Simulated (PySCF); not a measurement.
A GIAO shielding run with PySCF 2.14.0 with density-fitted response routines (density fitting, non-relativistic, gas phase) on SMILES C[C@@H](S)[C@@H]1CC[SiH2]1, C5H12SSi:

```
$ OMP_NUM_THREADS=1 python probes_run.py task.json out

{"job": {"kind": "nmr", "xc": "PBE0", "basis": "pcSseg-1"}, "charge": 0, "multiplicity": 1}
C      1.872483    -1.306299     0.566178
C      1.143865     0.026335     0.576443
S      2.332371     1.397831     0.233047
C     -0.013660     0.059630    -0.394880
C     -0.853304     1.354967    -0.383878
C     -2.274274     0.755740    -0.344501
Si    -1.577312    -0.984053     0.014922
H      2.716567    -1.289284     1.251968
H      1.190051    -2.100275     0.865897
H      2.243338    -1.529850    -0.433053
H      0.797655     0.255192     1.587897
H      2.610076     1.022465    -1.014233
H      0.371738    -0.139361    -1.399255
H     -0.674035     1.997429    -1.245090
H     -0.644047     1.935881     0.513843
H     -2.778646     0.844329    -1.304947
H     -2.920447     1.211659     0.401915
H     -1.889167    -2.075332    -0.906126
H     -1.663055    -1.427753     1.406390
```

Hardware: 1 thread of an Arm Neoverse N1, shared host. The job also computes population analyses, field gradients, ring-centre shieldings.

Q: How large is the calculation?

A: 72 electrons, 193 basis functions and 1045 auxiliary functions.

Q: How long does it take, and how much memory does it need?

A: 60 s of wall time, with 12 SCF cycles and 5 response iterations; peak memory 0.79 GiB. Times on a shared host scatter by some tens of per cent.
